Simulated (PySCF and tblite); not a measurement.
C₉H₁₂O, numbered as in [CH3:1][C:2](=[O:3])[C@@H:4]1[CH2:5][C@H:6]2[CH:7]=[CH:8][C@@H:9]1[CH2:10]2. Conformers came from 60 starts (ETKDG and KDG, MMFF94s, GFN2-xTB); geometries are GFN2-xTB. Energies: PBE0-D3(BJ)/pcSseg-1 (IEF-PCM, acetonitrile), with GFN2-xTB thermal terms (modes under about 100 cm⁻¹ blended into free rotors). Symmetry numbers and mirror images are counted. Conformers within 3 kcal/mol (GFN2-xTB free energy) were kept, 8 at most. GIAO shieldings: PBE0/pcSseg-1 (IEF-PCM, acetonitrile). Shifts are against TMS (¹H), TMS (¹³C) at the same level; of two unlike H on one atom, a is the less shielded. Codes: tblite and PySCF.

Torsions listed: O3–C2–C4–C5. The 5-ring runs over atoms 4–5–6–10–9. The 5-ring runs over atoms 6–7–8–9–10.

Two conformers hold nearly all the population. I: 5-ring envelope (ring torsions 38, -59, 58, -36, -2°); 5-ring envelope (ring torsions 0, 33, -50, 50, -33°); 24°; δ(H5a) = 2.17 ppm. II: 5-ring envelope (ring torsions 38, -58, 57, -35, -2°); 5-ring envelope (ring torsions 0, 34, -50, 50, -33°); 95°; δ(H5a) = 1.46 ppm. The average over the ensemble at 298.15 K is 1.91 ppm.

Q: What populations and free-energy difference follow from a two-state model?

A: p(I) = (1.91 − 1.46)/(2.17 − 1.46) = 0.63, so K = p(II)/p(I) = 0.58 and G(II) − G(I) = −RT ln K = 0.33 kcal/mol. The weights computed directly are 64.1 % and 35.9 %.
